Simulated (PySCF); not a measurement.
## Badger's rule along the second period: bonds to I

CCSD(T) in PySCF with x2c-SVPall on every atom, spin-free X2C, for the lowest determinant that a PBE0 search found; no spin–orbit coupling. Badger's rule says that Re = d + c·k^(−1/3) for bonds between atoms of fixed rows.

```tsv
molecule	state (unpaired electrons)	Re (Å)	k (mdyn/Å)
IF	singlet (closed shell)	1.965	3.42
IO	doublet (π ↑)	1.968	?
CI	doublet (π ↑)	2.061	?
BI	singlet (closed shell)	2.136	?
BeI	doublet (σ ↑)	2.234	1.73
```

Q: Fix c and d from IF and BeI.

A: c = (2.234 − 1.965)/(1.73^(−1/3) − 3.42^(−1/3)) = 1.589, d = 1.965 − c·3.42^(−1/3) = 0.910 Å.

Q: Predict k of the others and set the computed values beside them.

A: 

```tsv
molecule	k by the rule	k computed	difference (%)
IO	3.39	2.82	20
CI	2.63	2.42	9
BI	2.18	2.10	4
```

The rule misses by 11 % on average; it knows nothing of spin state or of how ionic a bond is, and both change along this series.

Correlated steps freeze the inner cores (18 to 19 orbitals); shallow outer-core shells are correlated. Spin–orbit coupling is left out. States were picked by a PBE0 search and need not be the measured ground states.
